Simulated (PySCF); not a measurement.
# Mayer bond orders and bond lengths

Species: C6H8O2S.
Numbering: `[CH:1]#[C:2][CH2:3]/[CH:4]=[CH:5]\[S:6]([CH3:7])(=[O:8])=[O:9]` (hydrogens: H10 on C1; H11, H12 on C3; H13 on C4; H14 on C5; H15, H16, H17 on C7)

Geometry (GFN2-xTB, Å), atoms numbered from 1 in this order:
```
atom  x, y, z in Å
C1     1.8922    2.1686    0.5132
C2     1.7267    0.9853    0.5839
C3     1.5075   -0.4488    0.6381
C4     1.1032   -0.9475   -0.7163
C5    -0.1420   -1.1909   -1.0792
S6    -1.5587   -0.9577   -0.0007
C7    -1.7857    0.8439    0.0100
O8    -2.6940   -1.5559   -0.6456
O9    -1.2511   -1.3879    1.3398
H10    2.0530    3.2045    0.4785
H11    2.4380   -0.9311    0.9494
H12    0.7254   -0.6719    1.3669
H13    1.9091   -1.0804   -1.4298
H14   -0.4293   -1.5420   -2.0544
H15   -0.8582    1.3085    0.3217
H16   -2.5827    1.0712    0.7069
H17   -2.0602    1.1440   -0.9925
```

Bond orders from the PBE0/pcSseg-1 density (PySCF). Isolated species at its GFN2-xTB geometry (one conformer only).

Question: How far do the computed orders between heavy atoms stray from the drawn ones?

Answer: The largest departure is 0.420, at C1–C2 (drawn triple, 2.580). Drawn single, order below 0.88: C5–S6 (0.873). Drawn double or triple, more than 0.30 short of the drawn order: C1–C2 (2.580) and S6–O9 (1.681).

Question: Set the Mayer orders of the bonds beside their lengths.

Answer: 
| bond | drawn as | length (Å) | Mayer order |
| --- | --- | --- | --- |
| C1–C2 | triple | 1.197 | 2.580 |
| C2–C3 | single | 1.452 | 1.024 |
| C3–C4 | single | 1.499 | 1.062 |
| C4–C5 | double | 1.320 | 1.864 |
| C5–S6 | single | 1.796 | 0.873 |
| S6–C7 | single | 1.816 | 0.900 |
| S6–O8 | double | 1.436 | 1.730 |
| S6–O9 | double | 1.441 | 1.681 |
| C1–H10 | single | 1.049 | 1.144 |
| C3–H11 | single | 1.093 | 0.910 |
| C3–H12 | single | 1.092 | 0.881 |
| C4–H13 | single | 1.085 | 0.949 |
| C5–H14 | single | 1.076 | 0.940 |
| C7–H15 | single | 1.083 | 0.923 |
| C7–H16 | single | 1.083 | 0.941 |
| C7–H17 | single | 1.082 | 0.943 |

Bonds between the same two heavy elements. C–C: lowest C2–C3 (1.024, 1.452 Å), highest C1–C2 (2.580, 1.197 Å); in 1 of the 6 pairs the longer bond (by over 0.003 Å) has the higher order (by 0.02 or more). C–S: lowest C5–S6 (0.873, 1.796 Å), highest S6–C7 (0.900, 1.816 Å); in 1 of the 1 pairs the longer bond (by over 0.003 Å) has the higher order (by 0.02 or more). O–S: lowest S6–O9 (1.681, 1.441 Å), highest S6–O8 (1.730, 1.436 Å).

Question: Sum the orders of all bonds at each heavy atom with more than one neighbour and set the sums beside the valence in the SMILES.

Answer: C1 3.724 (drawn 4), C2 3.604 (drawn 4), C3 3.877 (drawn 4), C4 3.875 (drawn 4), C5 3.677 (drawn 4), S6 5.184 (drawn 6), C7 3.707 (drawn 4). Orders between atoms that aren't bonded are not in these sums.

For a closed shell the Mayer order of atoms A and B is Σ (PS)μν (PS)νμ over the basis functions μ on A and ν on B, with P the density and S the overlap matrix.
